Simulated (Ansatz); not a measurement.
A structure relaxed at PBE-D4/def2-SVP in Ansatz, charge 0, singlet:

Cartesian coordinates in Å:
```
Si 1.024 0.014 -1.184
Sn -1.202 -0.017 1.390
Sn 1.341 -1.313 1.024
Sn -1.433 -0.801 -1.369
Sn 0.271 2.116 0.139
```

Q: Give its formula and point group.

A: the cluster SiSn₄. Point group C3v (tolerance 0.1 Å).

Q: Summarise the bond lengths by kind (pairs closer than 1.2 times the sum of covalent radii, bridged metal pairs left out).

A: 3 × Sn–Sn 2.88 Å; 3 × Si–Sn 2.60 Å.

In the def2 sets Sn takes a core potential; there is no spin–orbit coupling. The structure comes from a short search, and lower isomers may exist.
